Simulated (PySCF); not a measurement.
Si(F)(Me)3 (C3H9FSi), SMILES C[Si](C)(C)F. Atoms are numbered in the order given.

```xyz
14

C     -1.5494     0.8946    -0.5282
Si     0.0000     0.0000     0.0226
C      1.5494     0.8946    -0.5282
C      0.0000    -1.7891    -0.5282
F      0.0000     0.0000     1.6672
H     -1.6122     0.9308    -1.6286
H     -2.4537     0.3875    -0.1547
H     -1.5625     1.9312    -0.1547
H      2.4537     0.3875    -0.1547
H      1.6122     0.9308    -1.6286
H      1.5625     1.9312    -0.1547
H      0.0000    -1.8616    -1.6286
H     -0.8912    -2.3188    -0.1547
H      0.8912    -2.3188    -0.1547
```

Coordinates come from a B3LYP-D3(BJ)/def2-SVP optimisation.

Two levels are set side by side: PBE/pcSseg-1 (PySCF) and B3LYP/pcSseg-1 (PySCF). GIAO shifts against CFCl3 (¹⁹F), TMS (²⁹Si), TMS (¹H), TMS (¹³C) at the same level; non-relativistic, no solvent, atoms listed together averaged. Differences are taken from unrounded values.

```
quantity                     B3LYP
--------------------------  ------
δ(¹³C) of C1, C3, C4 (ppm)     2.5
δ(²⁹Si) of Si2 (ppm)          40.0
δ(¹⁹F) of F5 (ppm)          -193.1
```

**Question.** What does PBE give, and how far is it from B3LYP? (Estimate from the structure and the level; the computed values follow.)

**Answer.** 
```
quantity                       PBE  PBE minus B3LYP
--------------------------  ------  ---------------
δ(¹³C) of C1, C3, C4 (ppm)     2.7              0.1
δ(²⁹Si) of Si2 (ppm)          45.2              5.2
δ(¹⁹F) of F5 (ppm)          -210.0            -16.9
```

Rough cost on one machine, each run with all the roots and properties that it gave: B3LYP against PBE within a factor of 2.
